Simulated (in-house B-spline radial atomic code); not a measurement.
Co⁴⁺. Computed with a B-spline radial atomic code. Model: all-electron spherical atom, spin shells full or empty, radial basis limit, no spin-orbit coupling: exact exchange with a local potential (Slater, KLI or optimised effective potential, whose far tail is KLI's), no correlation.

Exchange potential has not reached -1/r at the last radius.

The run also made RPA and GW results, which its time includes.

The Slater potential averages the orbital exchange potentials with the orbital densities as weights, KLI adds orbital constants, and the optimised effective potential minimises the exact-exchange energy among local potentials. So their energies lie above Hartree-Fock in the order OEP, KLI, Slater. All fall off as −1/r, unlike LDA and GGA exchange.

Command:
```bash
python run_gw.py task.json out
```
Settings (nuclear radius in fm, other lengths in bohr, energies in hartree):
```
Z                      27
electrons              23
configuration          [Ar] 3d5
hamiltonian            x2c
method                 kli
lmax                   9
rms_radius             3.7875
spin_polarised         True
box_radius             11.96
intervals              101
```

Time taken, with all properties: 11 s on 1 thread of Arm Neoverse N1, with other jobs on the host.

Given: hamiltonian one-electron scalar X2C; mean-field start exchange-only KLI.

Computed: energy above Hartree-Fock 8.5868 millihartree.

```csv
radius (bohr),r times exchange potential up (hartree bohr),r times exchange potential down (hartree bohr)
0.00185,-0.041169,-0.041902
0.00226,-0.050224,-0.05112
0.00277,-0.061439,-0.062537
0.00338,-0.074766,-0.076105
0.00414,-0.091219,-0.092859
0.00506,-0.11087,-0.11288
0.00618,-0.13437,-0.13681
0.00755,-0.16238,-0.16537
0.00924,-0.1957,-0.19936
0.0113,-0.23433,-0.2388
0.0138,-0.27804,-0.2835
0.0169,-0.32723,-0.33391
0.0206,-0.37856,-0.3867
0.0252,-0.43143,-0.44138
0.0308,-0.48051,-0.49268
0.0377,-0.52065,-0.53556
0.0461,-0.54513,-0.5634
0.0563,-0.55025,-0.57269
0.0688,-0.54272,-0.57037
0.0841,?,?
0.103,-0.61645,-0.65754
0.126,-0.73414,-0.78267
0.154,-0.86158,-0.91784
0.188,-0.95892,-1.0228
0.23,-0.99753,-1.0673
0.281,-0.9626,-1.0249
0.343,-0.90333,-0.894
0.42,-0.98047,-0.81108
0.513,-1.2149,-0.97347
0.627,-1.4515,-1.1878
0.767,?,?
0.937,-1.6314,-1.375
1.15,-1.5474,-1.3433
1.4,-1.4078,-1.2709
1.71,-1.2646,-1.1902
2.09,-1.1563,-1.1225
2.56,-1.0887,-1.0739
```

(1) What belongs in the row 0.0841?

(2) What belongs in the row 0.767?

```csv
occupied,level (hartree),Hartree-Fock level (hartree)
1s up,-281.29,-288.07
1s down,-281.69,-288.07
2s up,-35.761,-37.893
2s down,?,?
2p up,?,?
2p down,-31.232,-32.463
3s up,-6.5467,-7.0815
3s down,-6.2528,-6.5675
3p up,-5.171,-5.5084
3p down,-4.8873,-4.8896
3d up,-2.9721,-2.9746
```

(3) What belongs in the row 2s down?

(4) What belongs in the row 2p up?

```
  empty  level (hartree)
3d down          -2.7097
  4s up                ?
4s down          -1.9761
  4p up          -1.6855
4p down          -1.6395
  4d up          -1.1806
4d down          -1.1482
  5s up                ?
5s down         -0.99525
```

(5) What belongs in the row 4s up?

(6) What belongs in the row 5s up?

Answers

(1) r times exchange potential up (hartree bohr): -0.55145; r times exchange potential down (hartree bohr): -0.58542.

(2) r times exchange potential up (hartree bohr): -1.6024; r times exchange potential down (hartree bohr): -1.3278.

(3) level (hartree): -35.936; Hartree-Fock level (hartree): -37.695.

(4) level (hartree): -31.002; Hartree-Fock level (hartree): -32.658.

(5) level (hartree): -2.0337.

(6) level (hartree): -1.0125.

The highest level, 3d up, differs from Hartree-Fock by +0.068 eV and the deepest, 1s down, by +174 eV: a local potential can match the highest level but can't give each shell its own exchange.
